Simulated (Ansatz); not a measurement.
One change: `C[O][Ga]([OH])[Cl]` becomes `C[O][Ga]([CH3])[Cl]`.

Ansatz, PBE0-D4/def2-TZVP geometries, multiplicity 1. Each molecule was computed in one conformer, which needn't be the lowest.

Scalar relativity is left out up to krypton.

```json
{"property": "HOMO energy (PBE/def2-TZVPP) / eV", "`C[O][Ga]([OH])[Cl]`": "-6.72"}
{"property": "HOMO–LUMO gap (PBE0/def2-TZVPP) / eV", "`C[O][Ga]([OH])[Cl]`": "7.17"}
{"property": "HOMO energy (ωB97M-V/def2-TZVPP) / eV", "`C[O][Ga]([OH])[Cl]`": "-10.69"}
{"property": "size of the dipole moment (ωB97M-V/def2-TZVPP) / D", "`C[O][Ga]([OH])[Cl]`": "1.81"}
{"property": "LUMO energy (PBE0/def2-TZVPP) / eV", "`C[O][Ga]([OH])[Cl]`": "-1.12"}
{"property": "size of the dipole moment (B3LYP/def2-TZVPP) / D", "`C[O][Ga]([OH])[Cl]`": "1.84"}
```

Task: Give the same properties after the change, and the shifts. (Estimate.)

Result: Computed: 
| property | `C[O][Ga]([CH3])[Cl]` | shift |
| --- | --- | --- |
| HOMO energy (PBE/def2-TZVPP) / eV | -6.48 | 0.24 |
| HOMO–LUMO gap (PBE0/def2-TZVPP) / eV | 7.39 | 0.22 |
| HOMO energy (ωB97M-V/def2-TZVPP) / eV | -10.38 | 0.31 |
| size of the dipole moment (ωB97M-V/def2-TZVPP) / D | 3.39 | 1.58 |
| LUMO energy (PBE0/def2-TZVPP) / eV | -0.59 | 0.53 |
| size of the dipole moment (B3LYP/def2-TZVPP) / D | 3.40 | 1.56 |

With PBE0 the HOMO rises by 0.31 eV and the LUMO rises by 0.53 eV, so the gap widens by about 0.22 eV. PBE moves the HOMO by 0.24 eV and ωB97M-V by 0.31 eV. Dipoles are sizes alone; their direction can turn.

B3LYP here is the variant with VWN-RPA as its local correlation; programs differ in this.
